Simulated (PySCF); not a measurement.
SMILES CCB(Br)CC, singlet at its GFN2-xTB optimised geometry (Å):

```
16

B      0.3786    -0.5451     0.0000
Br     2.2635    -0.5451     0.0000
C     -0.4191     0.8179     0.0000
C      0.4114     2.1040     0.0025
H     -1.0929     0.8333     0.8648
H     -1.0901     0.8348    -0.8670
H      1.0502     2.1529    -0.8774
H      1.0489     2.1503     0.8834
H     -0.2343     2.9798     0.0034
C     -0.3373    -1.9553     0.0023
C     -1.8668    -1.9607    -0.0130
H      0.0022    -2.5240     0.8773
H      0.0199    -2.5393    -0.8552
H     -2.2455    -1.4618    -0.9023
H     -2.2635    -1.4465     0.8596
H     -2.2473    -2.9798    -0.0080
```

Level of theory: PBE0/def2-TZVP in PySCF. Cells within 0.4 Å of a nucleus heavier than hydrogen are left out (blank, or x).

Map of the Laplacian of the electron density (e/bohr⁵), clipped to [-1.50, 1.50] on the plane z = 0.0 Å:

```
|555555555555555555555555555|
|555555555555555555555555555|
|555555555555555555555555555|
|555555555555555555555555555|
|555555555555555555555555555|
|555555555555025555555555555|
|555555555555314555555555555|
|55555555555553x855555555555|
|55555555555554x955555555555|
|555555555555433555555555555|
|555555555555x25555555555555|
|55555555555xx65555555555555|
|555555555555424555545555555|
|555555555555434555998555555|
|55555555555559x945xx9555555|
|55555555555559x8459x9555555|
|555555555555434555895555555|
|555555546454525555555555555|
|55555556xx33xx5555555555555|
|55555553x444x45555555555555|
|555555513555555555555555555|
|555555504555555555555555555|
|555555555555555555555555555|
|555555555555555555555555555|
|555555555555555555555555555|
|555555555555555555555555555|
|555555555555555555555555555|
```
Scale: ten equal steps from -1.50 (start of '0') to 1.50 (end of '9'), in the order '0123456789'; x runs from -5.00 to 5.00, y from -5.00 (bottom) to 5.00 (top).
